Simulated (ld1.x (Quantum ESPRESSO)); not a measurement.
**Pseudopotential generation for molybdenum: RRKJ, PBE, scalar-relativistic.**

ld1.x (Quantum ESPRESSO) 7.5 was run on this input:

```
&input
   title='Mo', zed=42., rel=1, dft='PBE', iswitch=3,
   config='[Kr] 4d5 5s1 5p0',
   nld=3, rlderiv=4.55, eminld=-2.0, emaxld=5.0, deld=0.02
 /
 &inputp
   pseudotype=2, tm=.false., lloc=0,
   nlcc=.true., new_core_ps=.true., rcore=1.65,
   file_pseudopw='Mo.UPF', file_wfcaegen='ae.wfc', file_wfcncgen='nc.wfc', file_beta='beta', file_chi='chi'
 /
3
5P  2  1   0.00   0.00  4.20  4.20  0.0
4D  3  2   5.00   0.00  2.45  2.45  0.0
5S  1  0   1.00   0.00  2.65  2.65  0.0
 &test
   configts(1)='4d5 5s1 5p0'
 /
```

Command:

```bash
ld1.x < Mo.in > Mo.out
```

Output (shortened: banner, matrices, multipoles, cross overlaps and the repeated all-electron block are left out):

```
Program LD1 v.7.5
     --------------------------- All-electron run ----------------------------

     Mo
     scalar relativistic calculation

     atomic number is 42.00
     dft =PBE   lsd =0 sic =0 latt =0  beta=0.20 tr2=1.0E-14
     Exchange-correlation= PBE
                           (   1   4   3   4   0   0   0)
     mesh =1229 r(mesh) = 100.71859 a.u. xmin = -7.00 dx = 0.01250
     1 Ry =  13.60569312 eV, c = 137.03599908

     n l     nl                  e(Ry)          e(Ha)          e(eV)
     1 0     1S 1( 2.00)     -1456.9408      -728.4704    -19822.6900
     2 0     2S 1( 2.00)      -205.7692      -102.8846     -2799.6323
     2 1     2P 1( 6.00)      -183.9502       -91.9751     -2502.7696
     3 0     3S 1( 2.00)       -35.0245       -17.5123      -476.5332
     3 1     3P 1( 6.00)       -27.8740       -13.9370      -379.2445
     4 0     4S 1( 2.00)        -4.7294        -2.3647       -64.3466
     4 1     4P 1( 6.00)        -2.8286        -1.4143       -38.4852
     3 2     3D 1(10.00)       -16.2417        -8.1208      -220.9794
     4 2     4D 1( 5.00)        -0.2758        -0.1379        -3.7528
     5 0     5S 1( 1.00)        -0.3003        -0.1502        -4.0863
     5 1     5P 1( 0.00)        -0.0767        -0.0383        -1.0434

     final scf error:  3.0E-18 reached in  30 iterations

     Etot =   -8097.243804 Ry,   -4048.621902 Ha, -110168.614337 eV

     Ekin =    8348.961097 Ry,    4174.480548 Ha,  113593.402581 eV
     Encl =  -19514.479581 Ry,   -9757.239791 Ha, -265508.020635 eV
     Eh   =    3315.195666 Ry,    1657.597833 Ha,   45105.534870 eV
     Exc  =    -246.920985 Ry,    -123.460493 Ha,   -3359.531153 eV

     normalization and overlap integrals

     s(1S/1S) =  1.000000  <r> =   0.0352  <r2> =    0.0017  r(max) =   0.0229
     s(2S/2S) =  1.000000  <r> =   0.1537  <r2> =    0.0279  r(max) =   0.1303
     s(2P/2P) =  1.000000  <r> =   0.1340  <r2> =    0.0219  r(max) =   0.1041
     s(3S/3S) =  1.000000  <r> =   0.4289  <r2> =    0.2107  r(max) =   0.3819
     s(3P/3P) =  1.000000  <r> =   0.4306  <r2> =    0.2158  r(max) =   0.3771
     s(4S/4S) =  1.000000  <r> =   1.1075  <r2> =    1.3914  r(max) =   0.9874
     s(4P/4P) =  1.000000  <r> =   1.2378  <r2> =    1.7597  r(max) =   1.0777
     s(3D/3D) =  1.000000  <r> =   0.4153  <r2> =    0.2074  r(max) =   0.3246
     s(4D/4D) =  1.000000  <r> =   1.9997  <r2> =    5.0758  r(max) =   1.3838
     s(5S/5S) =  1.000000  <r> =   3.5954  <r2> =   14.9208  r(max) =   2.9295
     s(5P/5P) =  1.000000  <r> =   5.3883  <r2> =   34.4647  r(max) =   4.1055

     ------------------------ End of All-electron run ------------------------

     --------------------- Generating NC pseudopotential ---------------------

      Generating local pot.: lloc=0, matching radius rcloc =   2.6500

      Computing core charge for nlcc:

       r > 1.67 : true rho core
      Core charge pseudized with two Bessel functions
      Integrated core pseudo-charge :  11.01

      Wfc   5P  rcut= 4.209  Estimated cut-off energy=        9.81 Ry
      This function has    0 nodes for 0 < r <    4.209

      Wfc   4D  rcut= 2.429  Estimated cut-off energy=       39.75 Ry
      This function has    0 nodes for 0 < r <    2.429

     ------------------- End of pseudopotential generation -------------------

     Computing logarithmic derivative in   4.56583
     Computing logarithmic derivative in   4.56583
     Computing the partial wave expansion
       no projector for channel:   0
     R is outside the sphere for l=    1 j= 0.00
     R is outside the sphere for l=    2 j= 0.00

     ---------------------- Testing the pseudopotential ----------------------

     Mo
     scalar relativistic calculation

     atomic number is 42.00   valence charge is  6.00
     dft =PBE   lsd =0 sic =0 latt =0  beta=0.20 tr2=1.0E-14
     mesh =1229 r(mesh) = 100.71859 xmin = -7.00 dx = 0.01250

     n l     nl             e AE (Ry)        e PS (Ry)    De AE-PS (Ry)
     3 2     4D   1( 5.00)       -0.27582       -0.27582        0.00000
     1 0     5S   1( 1.00)       -0.30034       -0.30034        0.00000
     2 1     5P   1( 0.00)       -0.07669       -0.07669       -0.00000

     eps = 4.5E-15  iter =  9

     Etot =   -8097.243804 Ry,   -4048.621902 Ha, -110168.614337 eV
     Etotps =   -31.729042 Ry,     -15.864521 Ha,    -431.695602 eV

     Ekin =      16.826906 Ry,       8.413453 Ha,     228.941715 eV
     Encl =     -22.795404 Ry,     -11.397702 Ha,    -310.147266 eV
     Ehrt =      14.600808 Ry,       7.300404 Ha,     198.654114 eV
     Ecxc =     -21.721912 Ry,     -10.860956 Ha,    -295.541663 eV
     (Ecc =     -15.997468 Ry,      -7.998734 Ha,    -217.656640 eV)
     Epseu=     -18.639440 Ry,      -9.319720 Ha,    -253.602502 eV

     ---------------------- End of pseudopotential test ----------------------
```

Generation and configuration tests took about 1.5 s on one core of a shared server CPU.

Transferability test of the new file with ld1.x, input:

```
&input
   title='Mo', zed=42., rel=1, dft='PBE', iswitch=2,
   config='[Kr] 4d5 5s1 5p0'
 /
 &test
   file_pseudo='Mo.UPF', nconf=8,
   configts(1)='4d5 5s1 5p0',
   configts(2)='4d5 5s0 5p0',
   configts(3)='4d4 5s0 5p0',
   configts(4)='4d3 5s0 5p0',
   configts(5)='4d5 5s0 5p1',
   configts(6)='4d2 5s0 5p0',
   configts(7)='4d4 5s1 5p0',
   configts(8)='4d4 5s2 5p0'
 /
```

```bash
ld1.x < Mo.test.in > Mo.test.out
```

Pseudopotential blocks of its output, shortened (energy terms left out):

```
     ---------------------- Testing the pseudopotential ----------------------

     n l     nl             e AE (Ry)        e PS (Ry)    De AE-PS (Ry)
     3 2     4D   1( 5.00)       -0.27582       -0.27582        0.00000
     1 0     5S   1( 1.00)       -0.30034       -0.30034        0.00000
     2 1     5P   1( 0.00)       -0.07669       -0.07669        0.00000

     eps = 8.0E-15  iter = 11

     Etot =   -8097.243804 Ry,   -4048.621902 Ha, -110168.614337 eV
     Etotps =   -31.729042 Ry,     -15.864521 Ha,    -431.695607 eV

     ---------------------- End of pseudopotential test ----------------------

          ---------------------- Testing the pseudopotential ----------------------

     n l     nl             e AE (Ry)        e PS (Ry)    De AE-PS (Ry)
     3 2     4D   1( 5.00)       -0.76541       -0.76489       -0.00052
     1 0     5S   1( 0.00)       -0.72238       -0.72437        0.00199
     2 1     5P   1( 0.00)       -0.43422       -0.43560        0.00138

     eps = 3.9E-16  iter =  9

     Etot =   -8096.737397 Ry,   -4048.368698 Ha, -110161.724320 eV
     Etotps =   -31.221691 Ry,     -15.610846 Ha,    -424.792747 eV
     dEtot_ae =       0.506407 Ry
     dEtot_ps =       0.507351 Ry,   Delta E=      -0.000944 Ry

     ---------------------- End of pseudopotential test ----------------------

          ---------------------- Testing the pseudopotential ----------------------

     n l     nl             e AE (Ry)        e PS (Ry)    De AE-PS (Ry)
     3 2     4D   1( 4.00)       -1.53074       -1.54953        0.01879  !
     1 0     5S   1( 0.00)       -1.30116       -1.30852        0.00736  !
     2 1     5P   1( 0.00)       -0.93263       -0.93308        0.00044

     eps = 7.4E-16  iter =  9

     Etot =   -8095.600994 Ry,   -4047.800497 Ha, -110146.262764 eV
     Etotps =   -30.077394 Ry,     -15.038697 Ha,    -409.223787 eV
     dEtot_ae =       1.642810 Ry
     dEtot_ps =       1.651648 Ry,   Delta E=      -0.008838 Ry

     ---------------------- End of pseudopotential test ----------------------

          ---------------------- Testing the pseudopotential ----------------------

     n l     nl             e AE (Ry)        e PS (Ry)    De AE-PS (Ry)
     3 2     4D   1( 3.00)       -2.41857       -2.46528        0.04671  !
     1 0     5S   1( 0.00)       -1.96231       -1.98493        0.02262  !
     2 1     5P   1( 0.00)       -1.51918       -1.52193        0.00275

     eps = 3.3E-15  iter =  7

     Etot =   -8093.635334 Ry,   -4046.817667 Ha, -110119.518600 eV
     Etotps =   -28.079108 Ry,     -14.039554 Ha,    -382.035724 eV
     dEtot_ae =       3.608470 Ry
     dEtot_ps =       3.649934 Ry,   Delta E=      -0.041464 Ry

     ---------------------- End of pseudopotential test ----------------------

          ---------------------- Testing the pseudopotential ----------------------

     n l     nl             e AE (Ry)        e PS (Ry)    De AE-PS (Ry)
     3 2     4D   1( 5.00)       -0.36978       -0.37096        0.00118
     1 0     5S   1( 0.00)       -0.36632       -0.36701        0.00069
     2 1     5P   1( 1.00)       -0.12816       -0.12815       -0.00001

     eps = 8.8E-15  iter = 15

     Etot =   -8097.013001 Ry,   -4048.506501 Ha, -110165.474109 eV
     Etotps =   -31.497876 Ry,     -15.748938 Ha,    -428.550435 eV
     dEtot_ae =       0.230802 Ry
     dEtot_ps =       0.231166 Ry,   Delta E=      -0.000363 Ry

     ---------------------- End of pseudopotential test ----------------------

          ---------------------- Testing the pseudopotential ----------------------

     n l     nl             e AE (Ry)        e PS (Ry)    De AE-PS (Ry)
     3 2     4D   1( 2.00)       -3.40343       -3.47419        0.07076  !
     1 0     5S   1( 0.00)       -2.69065       -2.74037        0.04972  !
     2 1     5P   1( 0.00)       -2.17762       -2.18758        0.00997  !

     eps = 3.9E-15  iter =  7

     Etot =   -8090.731820 Ry,   -4045.365910 Ha, -110080.014279 eV
     Etotps =   -25.115907 Ry,     -12.557954 Ha,    -341.719324 eV
     dEtot_ae =       6.511984 Ry
     dEtot_ps =       6.613135 Ry,   Delta E=      -0.101151 Ry

     ---------------------- End of pseudopotential test ----------------------

          ---------------------- Testing the pseudopotential ----------------------

     n l     nl             e AE (Ry)        e PS (Ry)    De AE-PS (Ry)
     3 2     4D   1( 4.00)       -0.93829       -0.95069        0.01240  !
     1 0     5S   1( 1.00)       -0.80656       -0.80724        0.00067
     2 1     5P   1( 0.00)       -0.49297       -0.49014       -0.00283

     eps = 8.4E-17  iter = 12

     Etot =   -8096.651146 Ry,   -4048.325573 Ha, -110160.550817 eV
     Etotps =   -31.131251 Ry,     -15.565625 Ha,    -423.562241 eV
     dEtot_ae =       0.592658 Ry
     dEtot_ps =       0.597791 Ry,   Delta E=      -0.005134 Ry

     ---------------------- End of pseudopotential test ----------------------

          ---------------------- Testing the pseudopotential ----------------------

     n l     nl             e AE (Ry)        e PS (Ry)    De AE-PS (Ry)
     3 2     4D   1( 4.00)       -0.41543       -0.42644        0.01101  !
     1 0     5S   1( 2.00)       -0.35854       -0.35698       -0.00156
     2 1     5P   1( 0.00)       -0.10539       -0.10269       -0.00270

     eps = 9.0E-15  iter = 13

     Etot =   -8097.229206 Ry,   -4048.614603 Ha, -110168.415718 eV
     Etotps =   -31.708699 Ry,     -15.854349 Ha,    -431.418826 eV
     dEtot_ae =       0.014598 Ry
     dEtot_ps =       0.020343 Ry,   Delta E=      -0.005745 Ry

     ---------------------- End of pseudopotential test ----------------------
```
